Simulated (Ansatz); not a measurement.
## Ligand exchange: C3HF5 + SiH(CH3)(SiH3)2 → C3H2F4 + Si(CH3)(SiH3)2F

Species: C3HF5 `F/C=C(\F)C(F)(F)F`, singlet; SiH(CH3)(SiH3)2, singlet; C3H2F4 `F/C=C(\F)C(F)F`, singlet; Si(CH3)(SiH3)2F, singlet. The partners trade F for H: C–F and Si–H bonds give way to C–H and Si–F.

Shapes, held fixed at every level: PBE0-D4/def2-TZVP. Flexible molecules stand in one conformer, not always the lowest. Programs: Ansatz 0.2.0. Electronic energies: no zero-point or thermal term.

(1) Estimate ΔE of this reaction.

## Answers

(1) The highest level, CCSD(T)/CBS estimate, gives ΔE = -157.5 kJ/mol; the levels span -157.5 to -143.9. The column of differences is taken from that level and isn't an error. No measured value is set beside it here. The CBS estimate extrapolates MP2 from def2-TZVPP and def2-QZVPP and adds CCSD(T) − MP2 in the triple-zeta set, cores frozen.

```tsv
level	kind	ΔE (kJ/mol)	less CCSD(T)/CBS estimate
HF/def2-TZVPP	Hartree–Fock	-155.6	+1.9
r2SCAN-D4/def2-TZVPP	meta-GGA	-143.9	+13.6
B3LYP-D4/def2-TZVPP	global hybrid	-155.8	+1.7
wB97X-V/def2-TZVPP	range-separated hybrid	-146.8	+10.7
B2PLYP/def2-TZVPP	double hybrid	-156.8	+0.7
CCSD(T)/def2-TZVPP	coupled cluster or CI	-148.8	+8.7
CCSD/def2-TZVPP	coupled cluster or CI	-151.5	+6.0
CCSD(T)/CBS estimate	coupled cluster or CI	-157.5	0.0
```
